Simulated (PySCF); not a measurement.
Species: diboron dioxide, B₂O₂.
SMILES with atom numbers: `[O:1]=[B:2][B:3]=[O:4]`

Level: PBE0/pcSseg-1 and wB97X-D/def2-SVPD in PySCF, non-relativistic, on one gas-phase PBE0-D3(BJ)/def2-SVP geometry that isn't relaxed in the solvent. The solvent is an IEF-PCM continuum (cavity from Bondi-type radii × 1.2). The model holds no explicit solvent molecules, cavitation or dispersion.

Gas phase at PBE0/pcSseg-1: HOMO -11.02 eV, LUMO -2.35 eV, dipole 0.00 D.

Problem. What does the continuum do to the energy, the frontier levels and the dipole at PBE0/pcSseg-1 in acetone and acetonitrile?

Solution. 
| solvent | ε | E(solvent) − E(gas) (kcal/mol) | polarisation term (kcal/mol) | distortion of the solute (kcal/mol) | HOMO (eV) | LUMO (eV) | dipole (D) |
| --- | --- | --- | --- | --- | --- | --- | --- |
| acetone | 20.49 | -5.22 | -5.92 | 0.70 | -10.95 | -2.08 | 0.02 |
| acetonitrile | 35.69 | -5.41 | -6.16 | 0.75 | -10.95 | -2.07 | 0.02 |

Polarisation term: ½ Σ q·V over the induced surface charges. Distortion: the rise of the solute's own energy as its density leaves the gas-phase optimum. From acetone to acetonitrile the lowering changes by a factor 1.04, Onsager's factor (ε − 1)/(2ε + 1) by 1.03 and ε itself by 1.7. Charge and dipole vanish, so a point-dipole model would give no lowering at all.

Problem. Which Hirshfeld charges (PBE0/pcSseg-1) respond most in acetone (means over atoms taken as equivalent)?

Solution. 
| atoms | environment | gas (e) | solvent (e) | change |
| --- | --- | --- | --- | --- |
| O1/O4 | oxygen bonded to B | -0.270 | -0.300 | -0.030 |
| B2/B3 | boron bonded to B and O | +0.270 | +0.300 | +0.030 |

Problem. Which Mayer bond orders change most in acetone?

Solution. 
```csv
bond,length (Å),gas,solvent,change
O1–B2,1.199,2.422,2.384,-0.038
B3–O4,1.199,2.422,2.384,-0.038
B2–B3,1.652,0.983,0.980,-0.003
```

Gas phase at wB97X-D/def2-SVPD: HOMO -13.00 eV, LUMO -0.65 eV, dipole 0.00 D.

Problem. What does the continuum do to the energy, the frontier levels and the dipole at wB97X-D/def2-SVPD in acetone and acetonitrile?

Solution. 
```tsv
solvent	ε	E(solvent) − E(gas) (kcal/mol)	polarisation term (kcal/mol)	distortion of the solute (kcal/mol)	HOMO (eV)	LUMO (eV)	dipole (D)
acetone	20.49	-5.75	-6.64	0.89	-12.94	-0.35	0.02
acetonitrile	35.69	-5.96	-6.92	0.96	-12.94	-0.34	0.02
```

Problem. How does the static polarisability (wB97X-D/def2-SVPD, frozen core, with the continuum's full static response) change?

Solution. 
```json
{"medium": "gas", "isotropic (au)": "29.6", "principal values (au)": "22.5, 22.5, 43.6", "⟨r²⟩ of the electrons (bohr²)": "313.9"}
{"medium": "acetone", "isotropic (au)": "34.9", "principal values (au)": "26.3, 26.3, 52.0", "⟨r²⟩ of the electrons (bohr²)": "315.4"}
{"medium": "acetonitrile", "isotropic (au)": "35.1", "principal values (au)": "26.5, 26.5, 52.3", "⟨r²⟩ of the electrons (bohr²)": "315.4"}
```

The isotropic value in acetonitrile is 1.19 times the gas-phase one; no cavity-field correction is applied. ⟨r²⟩ is taken about the centre of nuclear charge.

The pairwise dispersion term of wB97X-D wasn't added to the energies; at a given geometry it leaves orbitals and properties as they are.
